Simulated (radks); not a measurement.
Valence configurations of the xenon ion Xe+ (all share [Kr]). All-electron calculation, Dirac Kohn-Sham, PBE, spin-unpolarised, spherical densities, finite nucleus; open shells fill j = l - 1/2 first; Fermi nuclear charge, rms radius 4.7859 fm. Program: a radial shooting solver on a logarithmic mesh with Libxc functionals. Energies are relative to 4d10 5s2 5p5; eigenvalues in eV.

valence           E (eV)  e(4d3/2)  e(4d5/2)  e(5p1/2)  e(5p3/2)  e(5s1/2)
4d10 5s2 5p5       0.000   -70.423   -68.436   -17.904   -16.526   -28.982
4d10 5s1 5p6      12.545   -71.828   -69.836   -18.554   -17.136   -29.768
4d10 5s1.5 5p5.5   6.250   -71.131   -69.142   -18.232   -16.834   -29.380
4d9 5s2 5p6       54.712   -77.524   -75.461   -19.485   -17.944   -31.180
4d9.5 5s2 5p5.5   26.655   -73.977   -71.952   -18.700   -17.240   -30.091

NIST lists [Kr] 4d10 5s2 5p5 as the ground configuration; this level of theory agrees among the configurations tried. The energies are those of spherical spin-averaged densities, not of single terms.
